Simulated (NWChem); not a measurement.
System: C₂H₅ClO₂Si; SMILES O=C[Si@@H](Cl)CO

NWChem input:

```
start job
memory heap 200 mb stack 900 mb global 1100 mb
geometry units angstroms noautoz
  O      1.575577    -1.706884    -0.365687
  C      1.552843    -0.554790     0.010497
  Si    -0.126519     0.283016     0.483753
  Cl    -0.010374     2.246417    -0.181124
  C     -1.414246    -0.794392    -0.373042
  O     -1.187740    -2.092037     0.129815
  H      2.510863     0.030008     0.052549
  H     -0.276254     0.282756     1.964650
  H     -1.335589    -0.727030    -1.476163
  H     -2.441086    -0.491739    -0.113036
  H     -0.299348    -2.360327    -0.157712
end
basis spherical
  O library def2-svp
  C library def2-svp
  Si library def2-svp
  Cl library def2-svp
  H library def2-svp
end
dft
  xc r2scan
  iterations 150
  grid coarse
end
task dft gradient
```

Excerpt of the output:

```
             Northwest Computational Chemistry Package (NWChem) 7.3.0
             --------------------------------------------------------

 C1  symmetry detected

                             Geometry "geometry" -> ""
                             -------------------------

 Output coordinates in angstroms (scale by  1.889725989 to convert to a.u.)

  No.       Tag          Charge          X              Y              Z
 ---- ---------------- ---------- -------------- -------------- --------------
    1 O                    8.0000     1.59526453    -1.70691501    -0.29020933
    2 C                    6.0000     1.55105019    -0.55390386     0.08122329
    3 Si                  14.0000    -0.15103785     0.27753583     0.47840238
    4 Cl                  17.0000    -0.01474470     2.23960549    -0.18657987
    5 C                    6.0000    -1.39541724    -0.80809227    -0.43048598
    6 O                    8.0000    -1.18528220    -2.10329934     0.08559017
    7 H                    1.0000     2.50372425     0.03537112     0.16323860
    8 H                    1.0000    -0.36515352     0.28067598     1.95136578
    9 H                    1.0000    -1.26906947    -0.74341397    -1.52932786
   10 H                    1.0000    -2.43394356    -0.50940992    -0.21634989
   11 H                    1.0000    -0.28402433    -2.36832649    -0.16217283

 Effective nuclear repulsion energy (a.u.)     356.0457058536

                                 NWChem DFT Module
                                 -----------------

 Summary of "ao basis" -> "ao basis" (spherical)
 ------------------------------------------------------------------------------
       Tag                 Description            Shells   Functions and Types
 ---------------- ------------------------------  ------  ---------------------
 O                          def2-svp                 6       14   3s2p1d
 C                          def2-svp                 6       14   3s2p1d
 Si                         def2-svp                 8       18   4s3p1d
 Cl                         def2-svp                 8       18   4s3p1d
 H                          def2-svp                 3        5   2s1p

            General Information
            -------------------
          SCF calculation type: DFT
          Wavefunction type:  closed shell.
          No. of atoms     :    11
          No. of electrons :    64
           Alpha electrons :    32
            Beta electrons :    32
          Charge           :     0
          Spin multiplicity:     1
          Use of symmetry is: off; symmetry adaption is: off
          Maximum number of iterations: 150
          AO basis - number of functions:   117
                     number of shells:    55
          Convergence on energy requested:  1.00D-06
          Convergence on density requested:  1.00D-05
          Convergence on gradient requested:  5.00D-04

              XC Information
              --------------
                      r^2SCAN Method XC Functional
               r^2SCAN metaGGA Exchange Functional  1.000
                     r^2SCAN Correlation Potential  1.000

             Grid Information
             ----------------
          Grid used for XC integration:  coarse
          Radial quadrature: Mura-Knowles
          Angular quadrature: Lebedev.
          Tag              B.-S. Rad. Rad. Pts. Rad. Cut. Ang. Pts.
          ---              ---------- --------- --------- ---------
          O                   0.60       35          11.0       302
          C                   0.70       35          10.0       302
          Si                  1.10       70           8.0       302
          Cl                  1.00       70          11.0       302
          H                   0.35       35          12.0       302
          Grid pruning is: on
          Number of quadrature shells:   455
          Spatial weights used:  Erf1

      Superposition of Atomic Density Guess
      -------------------------------------

 Sum of atomic energies:        -975.19038737

      Non-variational initial energy
      ------------------------------

 Total energy =    -977.530436
 1-e energy   =   -2053.996101
 2-e energy   =     720.419959
 HOMO         =      -0.260869
 LUMO         =      -0.060240

   convergence    iter        energy       DeltaE   RMS-Dens  Diis-err
 ---------------- ----- ----------------- --------- --------- ---------
 d= 0,ls=0.0,diis     1   -978.6574457949 -1.33D+03  1.92D-02  1.12D+00
 d= 0,ls=0.0,diis     2   -978.1169627752  5.40D-01  1.33D-02  6.13D+00
 d= 0,ls=0.0,diis     3   -978.7808891131 -6.64D-01  3.26D-03  1.22D-01
 d= 0,ls=0.0,diis     4   -978.7869258050 -6.04D-03  1.65D-03  6.42D-02
 d= 0,ls=0.0,diis     5   -978.7936269300 -6.70D-03  3.91D-04  2.62D-03
  Resetting Diis
 d= 0,ls=0.0,diis     6   -978.7938578302 -2.31D-04  1.47D-04  2.49D-04
 d= 0,ls=0.0,diis     7   -978.7938914382 -3.36D-05  4.71D-05  5.18D-06
 d= 0,ls=0.0,diis     8   -978.7938902697  1.17D-06  2.72D-05  1.50D-05
 d= 0,ls=0.0,diis     9   -978.7938920289 -1.76D-06  6.23D-06  1.27D-06
 d= 0,ls=0.0,diis    10   -978.7938921524 -1.24D-07  1.57D-06  6.19D-08

         Total DFT energy =     -978.793892152403
      One electron energy =    -2057.309581761876
           Coulomb energy =      801.350207068120
    Exchange-Corr. energy =      -78.880223312244
 Nuclear repulsion energy =      356.045705853596

 Numeric. integr. density =       64.000022621083

                       DFT Final Molecular Orbital Analysis
                       ------------------------------------

 Vector   30  Occ=2.000000D+00  E=-2.981278D-01
              MO Center= -6.5D-01,  1.7D-01,  1.8D-02, r^2= 5.4D+00
   Bfn.  Coefficient  Atom+Function         Bfn.  Coefficient  Atom+Function
  ----- ------------  ---------------      ----- ------------  ---------------
    59      0.417536   4 Cl pz               84      0.307775   6 O  pz
    56      0.301676   4 Cl pz               87      0.219807   6 O  pz
    53      0.176208   4 Cl pz               68      0.154073   5 C  px
    58      0.147727   4 Cl py               98     -0.144567   8 H  s
    82     -0.142651   6 O  px               81      0.141813   6 O  s

 Vector   31  Occ=2.000000D+00  E=-2.436361D-01
              MO Center= -1.8D-01, -1.2D+00, -3.9D-02, r^2= 4.1D+00
   Bfn.  Coefficient  Atom+Function         Bfn.  Coefficient  Atom+Function
  ----- ------------  ---------------      ----- ------------  ---------------
    84      0.370678   6 O  pz                4     -0.311050   1 O  px
    31     -0.281460   3 Si s                87      0.279091   6 O  pz
     7     -0.243452   1 O  px               83      0.187474   6 O  py
   103      0.171563   9 H  s                58     -0.165237   4 Cl py
    86      0.157252   6 O  py               17     -0.148575   2 C  s

 Vector   32  Occ=2.000000D+00  E=-2.243167D-01
              MO Center=  3.6D-01, -1.0D+00, -4.9D-02, r^2= 4.1D+00
   Bfn.  Coefficient  Atom+Function         Bfn.  Coefficient  Atom+Function
  ----- ------------  ---------------      ----- ------------  ---------------
     4      0.390921   1 O  px                7      0.294589   1 O  px
    36      0.229893   3 Si px               82      0.213254   6 O  px
    93     -0.208620   7 H  s                84      0.201808   6 O  pz
    94     -0.179879   7 H  s                18     -0.177931   2 C  px
    39      0.177409   3 Si px               85      0.161291   6 O  px

 Vector   33  Occ=0.000000D+00  E=-1.103401D-01
              MO Center=  1.3D+00, -7.3D-01,  3.2D-02, r^2= 2.2D+00
   Bfn.  Coefficient  Atom+Function         Bfn.  Coefficient  Atom+Function
  ----- ------------  ---------------      ----- ------------  ---------------
    20      0.453409   2 C  pz               23      0.437718   2 C  pz
     6     -0.398880   1 O  pz                9     -0.390057   1 O  pz
    41      0.213884   3 Si pz               99     -0.187923   8 H  s
    67      0.180727   5 C  s                19     -0.144623   2 C  py
    22     -0.141478   2 C  py               58     -0.132534   4 Cl py

 Vector   34  Occ=0.000000D+00  E=-4.783668D-03
              MO Center= -2.3D-01,  1.8D-01,  4.2D-01, r^2= 4.0D+00
   Bfn.  Coefficient  Atom+Function         Bfn.  Coefficient  Atom+Function
  ----- ------------  ---------------      ----- ------------  ---------------
    40      0.939780   3 Si py               58      0.426915   4 Cl py
    50     -0.422691   4 Cl s                37      0.346995   3 Si py
    81      0.302789   6 O  s                59     -0.232368   4 Cl pz
    99     -0.233381   8 H  s                72      0.229875   5 C  py
    17      0.199656   2 C  s                49     -0.199811   4 Cl s

 Vector   35  Occ=0.000000D+00  E= 2.509914D-02
              MO Center= -3.0D-01,  4.4D-01,  5.2D-01, r^2= 4.0D+00
   Bfn.  Coefficient  Atom+Function         Bfn.  Coefficient  Atom+Function
  ----- ------------  ---------------      ----- ------------  ---------------
    39      1.337084   3 Si px               67      1.120586   5 C  s
    17     -0.933398   2 C  s               104     -0.434348   9 H  s
    72      0.302915   5 C  py               57     -0.290386   4 Cl px
    94      0.274654   7 H  s                99      0.253626   8 H  s
    36      0.241618   3 Si px               40      0.230998   3 Si py

     Multipole analysis of the density
     ---------------------------------

     L   x y z        total         alpha         beta         nuclear
     -   - - -        -----         -----         ----         -------
     0   0 0 0     -0.000000    -32.000000    -32.000000     64.000000

     1   1 0 0      0.144835      0.072418      0.072418      0.000000
     1   0 1 0      0.406315      0.203157      0.203157     -0.000000
     1   0 0 1     -0.017919     -0.008960     -0.008960      0.000000

     2   2 0 0    -36.257763   -146.787381   -146.787381    257.316998
     2   1 1 0     -0.407420     -2.819428     -2.819428      5.231435
     2   1 0 1      1.427578     -1.231828     -1.231828      3.891234
     2   0 2 0    -42.930901   -302.342224   -302.342224    561.753546
     2   0 1 1      0.675754     -1.947307     -1.947307      4.570368
     2   0 0 2    -36.092464    -39.340960    -39.340960     42.589457

            General Information
            -------------------
          SCF calculation type: DFT
          Wavefunction type:  closed shell.
          No. of atoms     :    11
          No. of electrons :    64
           Alpha electrons :    32
            Beta electrons :    32
          Charge           :     0
          Spin multiplicity:     1
          Use of symmetry is: off; symmetry adaption is: off
          Maximum number of iterations: 150
          AO basis - number of functions:   117
                     number of shells:    55
          Convergence on energy requested:  1.00D-06
          Convergence on density requested:  1.00D-05
          Convergence on gradient requested:  5.00D-04

              XC Information
              --------------
                      r^2SCAN Method XC Functional
               r^2SCAN metaGGA Exchange Functional  1.000
                     r^2SCAN Correlation Potential  1.000

             Grid Information
             ----------------
          Grid used for XC integration:  coarse
          Radial quadrature: Mura-Knowles
          Angular quadrature: Lebedev.
          Tag              B.-S. Rad. Rad. Pts. Rad. Cut. Ang. Pts.
          ---              ---------- --------- --------- ---------
          O                   0.60       35          11.0       302
          C                   0.70       35          10.0       302
          Si                  1.10       70           8.0       302
          Cl                  1.00       70          11.0       302
          H                   0.35       35          12.0       302
          Grid pruning is: on
          Number of quadrature shells:   455
          Spatial weights used:  Erf1

          Convergence Information
          -----------------------
          Convergence aids based upon iterative change in
          total energy or number of iterations.
          Levelshifting, if invoked, occurs when the
          HOMO/LUMO gap drops below (HL_TOL):  1.00D-02
          DIIS, if invoked, will attempt to extrapolate
          using up to (NFOCK): 10 stored Fock matrices.

                    Damping( 0%)  Levelshifting(0.5)       DIIS
                  --------------- ------------------- ---------------
          dE  on:    start            ASAP                start
          dE off:    2 iters        150 iters           150 iters

                            NWChem DFT Gradient Module
                            --------------------------

  charge          =   0.00
  wavefunction    = closed shell

                         DFT ENERGY GRADIENTS

    atom               coordinates                        gradient
                 x          y          z           x          y          z
   1 O       3.014613  -3.225602  -0.548416   -0.000804   0.009571   0.003480
   2 C       2.931060  -1.046727   0.153490    0.002577  -0.007184  -0.003196
   3 Si     -0.285420   0.524467   0.904049    0.000214   0.000354  -0.001694
   4 Cl     -0.027863   4.232241  -0.352585   -0.000275  -0.002056   0.000721
   5 C      -2.636956  -1.527073  -0.813501   -0.000121  -0.004928   0.001549
   6 O      -2.239859  -3.974659   0.161742    0.002387   0.004893  -0.003819
   7 H       4.731353   0.066842   0.308476   -0.002189  -0.001597   0.000031
   8 H      -0.690040   0.530401   3.687547    0.000200   0.000433   0.000499
   9 H      -2.398194  -1.404849  -2.890011   -0.000013  -0.000091   0.001401
  10 H      -4.599486  -0.962645  -0.408842    0.000842   0.000133  -0.000036
  11 H      -0.536728  -4.475488  -0.306462   -0.002818   0.000473   0.001065
```

Level: r2SCAN/def2-SVP. Geometry: optimised at PBE0/def2-SVP.
